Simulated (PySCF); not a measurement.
Work out the structure from these simulated measurements.

Formula: C3H3F2NSi.

| Item | Value |
| --- | --- |
| 13C NMR | chemical shifts (computed TMS as zero) by class: 121.8 (1 C), 81.1 (1 C), 68.1 (1 C) ppm [GIAO PBE0/pcSseg-1] |
| Polarisability | 66.9 au [wB97X-D/def2-SVPD] |
| 1H NMR | chemical shifts (computed TMS as zero) by class: 5.30 (1 H), 3.77 (1 H), 3.08 (1 H) ppm [GIAO PBE0/pcSseg-1] |
| Rotational structure | rotational constants A, B, C: 2.953, 1.756, 1.509 GHz [GFN2-xTB] |
| NMR, other nuclei | isotropic shieldings of nuclei other than C and H, by class: -58 (1 N), 433 (1 F), 436 (1 F), 476 (1 Si) ppm [GIAO PBE0/pcSseg-1] |
| UV, strongest line | among the 8 lowest singlet transitions: S3 at 6.21 eV (200 nm, f = 0.207) [TDDFT wB97X-D/def2-SVPD] |
| Triplet | lowest triplet excitation (Tamm–Dancoff): 4.70 eV [TDA wB97X-D/def2-SVPD] |
| UV, first state | lowest singlet excitation: 5.29 eV (234 nm, f = 0.008) [TDDFT wB97X-D/def2-SVPD] |

Gas-phase values; electronic properties from PySCF, density fitting. Levels stand in brackets. Isolated species at its GFN2-xTB geometry, gas phase. Each NMR value is the plain mean over a class of atoms that symmetry, rotation or inversion makes alike.

Question: Give a SMILES that accounts for the data.

Answer: Numbering: `[N:1]#[C:2][C@@:3]1([F:4])[SiH2:5][C@@H:6]1[F:7]`. Its formula, C3H3F2NSi, gives 3 degrees of unsaturation: 1 ring and 2 π bonds in the structure found. 3 carbons fall into 3 classes; from least to most shielded: nitrile carbon [C2] (121.8 ppm), sp3 C–F carbon [C6] (81.1 ppm), sp3 C–F carbon [C3] (68.1 ppm). Hydrogen classes from least to most shielded: 1 H on an sp3 C–F carbon, C6 (5.30 ppm), 1 H on an SiH2 silicon, Si5 (3.77 ppm), 1 H on an SiH2 silicon, Si5 (3.08 ppm). The other shieldings belong to: -58 ppm, nitrile nitrogen [N1]; 433 ppm, alkyl fluorine [F4]; 436 ppm, alkyl fluorine [F7]; 476 ppm, SiH2 silicon [Si5]. The optimised geometry has point group C1 and is an asymmetric top. Structure: `N#C[C@@]1(F)[SiH2][C@@H]1F`. Computed isomers that give other values at the same levels: `N#C/C=C/[SiH](F)F` (13C chemical shifts (computed TMS as zero) by class: 152.7 (1 C), 129.1 (1 C), 121.8 (1 C) ppm); `N#C/C=C\[SiH](F)F` (13C chemical shifts (computed TMS as zero) by class: 155.2 (1 C), 127.4 (1 C), 120.9 (1 C) ppm); `N#CC([SiH3])=C(F)F` (13C chemical shifts (computed TMS as zero) by class: 178.0 (1 C), 116.4 (1 C), 59.8 (1 C) ppm). The assignments are read from this structure; whether some other isomer fits the data as well wasn't checked. The mirror image fits equally.
